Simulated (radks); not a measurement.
Problem. Coherent X-ray form factor from a spherical all-electron density. Method: scalar-relativistic Kohn-Sham, TASK exchange with Perdew-Wang LDA correlation, spin-polarised, spherical densities, finite nucleus; meta-GGA in the generalised Kohn-Sham scheme; Fermi nuclear charge, rms radius of each element as measured or else 0.836 A^(1/3) + 0.57 fm; computed with a radial shooting solver on a logarithmic mesh with Libxc functionals.

sin(theta)/lambda (1/angstrom),f0 (electrons)
0.05,73.080
0.1,70.606
0.15,67.213
0.2,63.492
0.25,59.792
0.3,56.262
0.4,49.858
0.5,44.338
0.6,39.609
0.8,31.963
1,26.137
1.25,20.983
1.5,17.705
2,13.993

The species is in the configuration that NIST lists as its ground one. Which atom or ion scatters so?

Solution. The rhenium ion Re+, [Xe] 4f14 5d5 6s1. Extrapolating in s^2 from the first two rows gives f0(0) = 73.9, near the electron count 74; among species with that count, the fall with angle is slower the higher Z, and the table is that of Z = 75; from so few rows the species is fixed only to a neighbour or two.
